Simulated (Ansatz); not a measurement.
Geometry optimisation of CH$_{9}$NSi$_{2}$ (`CN([SiH3])[SiH3]`).

```yaml
crystal:
  periodic: [false, false, false]
  atoms:
    - {symbol: C, position_ang: [-0.354551, 1.271677, -0.765512]}
    - {symbol: N, position_ang: [-0.112712, 0.043635, 0.001050]}
    - {symbol: Si, position_ang: [0.513105, 0.223618, 1.635596]}
    - {symbol: Si, position_ang: [-0.173308, -1.479500, -0.877824]}
    - {symbol: H, position_ang: [-1.129392, 1.106861, -1.545924]}
    - {symbol: H, position_ang: [-0.731128, 2.083878, -0.105957]}
    - {symbol: H, position_ang: [0.558238, 1.656059, -1.278714]}
    - {symbol: H, position_ang: [0.508919, -1.127530, 2.292163]}
    - {symbol: H, position_ang: [-0.366800, 1.186930, 2.394560]}
    - {symbol: H, position_ang: [1.917610, 0.784428, 1.680461]}
    - {symbol: H, position_ang: [-1.472676, -1.555504, -1.641594]}
    - {symbol: H, position_ang: [-0.077343, -2.600345, 0.117269]}
    - {symbol: H, position_ang: [0.940337, -1.629007, -1.890874]}
basis:
  gaussian: {orbitals: def2-TZVP}
hamiltonian: {xc: pbe0, dispersion: d4}
relax: {f_tol: 0.005, max_steps: 150}
```

```sh
$ ansatz run in.yaml --threads 4 --pin off --events-out ev --progress --plain
```

Shortened log:

```
Functional definition: PBE0
mean field -18421.14328160 eV, -676.9645292994 hartree, gradient 6.3e-5 eV, S^2 0.000000; 0 other end points of the search recorded, 0 dependent functions left out
relax step   1: F+E_penalty+E_count = -18421.39138304 eV  Δ(F+E_penalty+E_count) = +0.000e0 eV  max|allowed force component| = 4.447e-1 eV/Å  Δτ_max = 0.0000 Å  (26 SCF iters, accepted)
mean field -18421.20112159 eV, -676.9666548800 hartree, gradient 2.0e-5 eV, S^2 0.000000; 0 other end points of the search recorded, 0 dependent functions left out
relax step   2: F+E_penalty+E_count = -18421.45105299 eV  Δ(F+E_penalty+E_count) = -5.967e-2 eV  max|allowed force component| = 3.524e-1 eV/Å  Δτ_max = 0.0359 Å  (31 SCF iters, accepted)
mean field -18421.20982915 eV, -676.9669748767 hartree, gradient 2.0e-5 eV, S^2 0.000000; 0 other end points of the search recorded, 0 dependent functions left out
relax step   3: F+E_penalty+E_count = -18421.46077921 eV  Δ(F+E_penalty+E_count) = -9.726e-3 eV  max|allowed force component| = 6.996e-2 eV/Å  Δτ_max = 0.0139 Å  (31 SCF iters, accepted)
mean field -18421.21011060 eV, -676.9669852199 hartree, gradient 2.0e-5 eV, S^2 0.000000; 0 other end points of the search recorded, 0 dependent functions left out
relax step   4: F+E_penalty+E_count = -18421.46100349 eV  Δ(F+E_penalty+E_count) = -2.243e-4 eV  max|allowed force component| = 3.905e-2 eV/Å  Δτ_max = 0.0208 Å  (31 SCF iters, accepted)
mean field -18421.21061441 eV, -676.9670037345 hartree, gradient 1.9e-5 eV, S^2 0.000000; 0 other end points of the search recorded, 0 dependent functions left out
relax step   5: F+E_penalty+E_count = -18421.46151609 eV  Δ(F+E_penalty+E_count) = -5.126e-4 eV  max|allowed force component| = 7.961e-3 eV/Å  Δτ_max = 0.0156 Å  (30 SCF iters, accepted)
mean field -18421.21094413 eV, -676.9670158516 hartree, gradient 2.0e-5 eV, S^2 0.000000; 0 other end points of the search recorded, 0 dependent functions left out
relax step   6: F+E_penalty+E_count = -18421.46179363 eV  Δ(F+E_penalty+E_count) = -2.775e-4 eV  max|allowed force component| = 1.604e-2 eV/Å  Δτ_max = 0.0212 Å  (30 SCF iters, accepted)
mean field -18421.21110547 eV, -676.9670217805 hartree, gradient 1.9e-5 eV, S^2 0.000000; 0 other end points of the search recorded, 0 dependent functions left out
relax step   7: F+E_penalty+E_count = -18421.46195774 eV  Δ(F+E_penalty+E_count) = -1.641e-4 eV  max|allowed force component| = 2.250e-2 eV/Å  Δτ_max = 0.0255 Å  (31 SCF iters, accepted)
mean field -18421.21117756 eV, -676.9670244300 hartree, gradient 1.9e-5 eV, S^2 0.000000; 0 other end points of the search recorded, 0 dependent functions left out
relax step   8: F+E_penalty+E_count = -18421.46203246 eV  Δ(F+E_penalty+E_count) = -7.472e-5 eV  max|allowed force component| = 1.340e-2 eV/Å  Δτ_max = 0.0131 Å  (30 SCF iters, accepted)
mean field -18421.21121316 eV, -676.9670257380 hartree, gradient 1.3e-5 eV, S^2 0.000000; 0 other end points of the search recorded, 0 dependent functions left out
relax step   9: F+E_penalty+E_count = -18421.46205617 eV  Δ(F+E_penalty+E_count) = -2.371e-5 eV  max|allowed force component| = 4.107e-3 eV/Å  Δτ_max = 0.0039 Å  (24 SCF iters, accepted)
mean field -18421.21121316 eV, -676.9670257380 hartree, gradient 1.5e-5 eV, S^2 0.000000; 1 other end points of the search recorded, 0 dependent functions left out
Total energy: -18421.46209328 eV, -676.9762454125 hartree
Atom 0 at    -0.311085     1.254296    -0.765493 Å, force     0.000792    -0.002750     0.001596 eV/Å
Atom 1 at    -0.077225     0.031221    -0.000246 Å, force    -0.000219     0.002751    -0.001949 eV/Å
Atom 2 at     0.489389     0.221732     1.618151 Å, force     0.001538    -0.003678     0.003378 eV/Å
Atom 3 at    -0.188676    -1.459376    -0.861815 Å, force     0.000293    -0.004107     0.000925 eV/Å
Atom 4 at    -1.071306     1.091313    -1.536035 Å, force    -0.001201    -0.000225    -0.001766 eV/Å
Atom 5 at    -0.681522     2.054075    -0.116378 Å, force    -0.000483     0.001789     0.001192 eV/Å
Atom 6 at     0.596983     1.617203    -1.260908 Å, force     0.000623     0.001047    -0.000845 eV/Å
Atom 7 at     0.550524    -1.115188     2.257746 Å, force    -0.000445    -0.000527    -0.001495 eV/Å
Atom 8 at    -0.437825     1.115757     2.366636 Å, force    -0.001578     0.000885    -0.001543 eV/Å
Atom 9 at     1.840294     0.851842     1.676077 Å, force     0.000302     0.000490    -0.001447 eV/Å
Atom 10 at    -1.508538    -1.538559    -1.548044 Å, force    -0.001682     0.001949     0.000686 eV/Å
Atom 11 at    -0.037697    -2.575469     0.103441 Å, force     0.000507     0.001304     0.000852 eV/Å
Atom 12 at     0.856983    -1.583648    -1.918433 Å, force     0.001554     0.001072     0.000417 eV/Å
Dipole moment:    -0.037886     0.155384    -0.094920 e Å
```

Hardware: 4 threads of a server CPU on a shared host. Wall time 15 s, peak host memory 0.51 GiB.
